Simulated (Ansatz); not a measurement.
In(NH2)3 (H6InN3), SMILES [NH2][In]([NH2])[NH2].

Geometry optimised at B3LYP-D3(BJ)/def2-SVP. The structure was generated by enumeration; whether it is a known compound was not checked. The def2 effective core potentials stand for the cores of In; spin–orbit coupling is left out. The values are those of a single conformer.

Two levels are set side by side: PBE/def2-SVPD (Ansatz, an electronic-structure program) and PBE0/def2-SVPD (Ansatz). Energy differences of separate SCF runs at the same geometry; the states with an electron removed or added have multiplicity 2 and 2. Differences are taken from unrounded values.

```csv
quantity,PBE
vertical ionisation energy (eV),8.36
vertical singlet–triplet gap (eV),3.66
```

Question: These are the PBE values. What does PBE0 give? (An estimate is asked for; the answer gives what the named calculation found.)

Answer: 
```json
[
 {"quantity": "vertical ionisation energy (eV)", "PBE0": "8.81", "PBE minus PBE0": "-0.45"},
 {"quantity": "vertical singlet–triplet gap (eV)", "PBE0": "4.18", "PBE minus PBE0": "-0.53"}
]
```
